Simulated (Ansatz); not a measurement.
Abridged output of a molecular run in Ansatz:

```
Functional definition: HF
1610 factors; integrals over basis functions are off by at most 1.3e-3 eV
mean field evaluation 1: about -20383.1225 eV, gradient 4.9e1 eV
mean field evaluation 2: about -20383.4140 eV, gradient 4.9e1 eV
mean field evaluation 4: about -20388.6690 eV, gradient 4.5e0 eV
mean field evaluation 8: about -20388.7664 eV, gradient 3.5e-1 eV
mean field -20388.76689190 eV, -749.2733632746 hartree, gradient 6.5e-6 eV, S^2 0.000000; 0 other end points of the search recorded, 0 dependent functions left out
13 core orbitals not correlated: weight in the atoms' cores, before any rotation towards them, 1.000 or more for the frozen orbitals, at most 0.000 for the correlated occupied ones
reference -20388.76689190 eV, -749.2733632746 hartree; 15, 15 occupied and 247, 247 virtual orbitals, 1610 factors
second order -23.33063594 eV of doubles, -0.00000000 eV of singles
cycle   1  -23.81582804 eV  change   -4.9e-1 eV  update   1.2e-1
cycle   2  -24.47236475 eV  change   -6.6e-1 eV  update   3.6e-2
cycle   3  -24.62176495 eV  change   -1.5e-1 eV  update   1.9e-2
cycle   4  -24.60331985 eV  change    1.8e-2 eV  update   4.6e-3
cycle   5  -24.60168236 eV  change    1.6e-3 eV  update   2.1e-3
cycle   6  -24.60219729 eV  change   -5.1e-4 eV  update   6.9e-4
cycle   7  -24.60175685 eV  change    4.4e-4 eV  update   2.8e-4
cycle   8  -24.60169663 eV  change    6.0e-5 eV  update   1.1e-4
cycle   9  -24.60175446 eV  change   -5.8e-5 eV  update   3.8e-5
cycle  10  -24.60175234 eV  change    2.1e-6 eV  update   1.5e-5
perturbative correction -0.98408214 eV, -0.0361643516 hartree
Total energy: -20414.35272638 eV, -750.2136253491 hartree
```

Its atoms:

Cartesian coordinates in Å:
```
C -0.725 0.101 -0.923
N 0.157 -0.141 0.215
Si 0.388 1.213 1.285
Si 1.005 -1.620 0.556
O 0.635 -2.590 -0.733
H -1.497 0.837 -0.677
H -0.177 0.477 -1.794
H -1.255 -0.810 -1.216
H 0.992 2.364 0.558
H -0.925 1.663 1.824
H 1.285 0.780 2.384
H 0.117 -2.275 -1.478
```

Which basis set was used?
A. def2-TZVPP
B. def2-SVP
C. def2-QZVPP
D. cc-pV(Q+d)Z

A. It gives 275 functions.

Write the keys of the input that set method, charge and spin (a neutral closed shell needs none for the last two).


```yaml
correlation: {method: ccsd_t}
```
